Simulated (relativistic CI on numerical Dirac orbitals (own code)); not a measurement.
One change at a time: I³⁸⁺

Base calculation: Dirac-Coulomb-Breit CI, separate exchange-only KLI orbitals for each configuration, QED by a radiative potential, unscaled Slater integrals.

CI space (outside the closed core [Ne]): 3s²3p³, 3s3p⁴, 3s²3p²3d, 3p⁵, 3s3p³3d, 3p⁴3d, 3s3p²3d², 3s²3p3d4p, 3p⁴4s, 3s3p²3d4s, 3p⁴4p, 3s²3p²4s, 3s²3p²4p, 3p³3d4p, 3s²3p²4d, 3s3p³4s, 3s²3p²4f, 3s3p³4p, 3s3p³4d, 3s3p³4f, 3s²3p²5s, 3s²3p²5p, 3s²3p4s4p, 3s²3p²5d, 3s²3p²5f, 3s²3p²5g, 3s3p²4s², 3s3p³5s, 3s²3p3d², 3s²3d³, 3s3p3d³, 3s²3d²4s, 3s²3d²4p, 3s²3d²4d, 3p³3d², 3p²3d³, 3p²3d²4s, 3p²3d²4p, 3p²3d²4d, 3s²3p3d4s, 3s3p3d²4s, 3s²3d4s², 3s²3d4s4p, 3s²3d4s4d, 3s3p²3d4p, 3s3p3d²4p, 3s3p3d4s4p, 3s3p3d4p², 3s3p3d4p4d, 3p³3d4s, 3p²3d4s², 3p²3d4s4p, 3p²3d4s4d, 3s²3p4s², 3s3p3d4s², 3s²4s²4p, 3s²4s²4d, 3s²3p4p², 3s²3d4p², 3s²4s4p², 3s²4p³, 3s²4p²4d, 3s3p²4s4p, 3s3p4s²4p, 3s3p4s4p², 3s3p4s4p4d. Double excitations out of closed p, d and f shells are left out; levels of such configurations are missing from the list, as are those of other unlisted configurations, and high levels can miss mixing partners. These lack a partner that the ground configuration has and come out too high: 3s²3p²4f, 3s3p³4d, 3s3p³4f, 3s²3p²5s, 3s²3p²5p.

Variants: (1) valence Slater integrals scaled by 0.9; (2) Breit term removed; (3) only the first 3 configurations. Shifts of the energy above 3s²3p³ ²P°3/2, in cm⁻¹, for the lowest level and the first level of each name with at least 55 % of one term (blank where a level changes its place among those of its configuration and J or its character, or is not in the variant):

```tsv
Level	Base	Δ(1)	Δ(2)	Δ(3)
3s²3p³ ²P°3/2	0	0	0	0
3s²3p³ ²D°5/2	585384	+312	+9490	+3317
3s²3p³ ²P°1/2	666197	-6850	+7530	+10543
3s²3p²3d ⁴D1/2	1724695	+10782	+11350	-12678
```

At this charge energies of transitions that change n are usually good to better than 1 %, and those within a shell (Δn = 0) to a few per cent.

Ionisation energy from the two ground configurations alone: base 2679.87 eV; Breit term removed 2681.65 eV. The NIST ASD value (theoretical) is 2680 eV.

LS names give the leading component of a level, which can be under half, so a name can repeat, a term be missing and a line seem to break the LS rules.
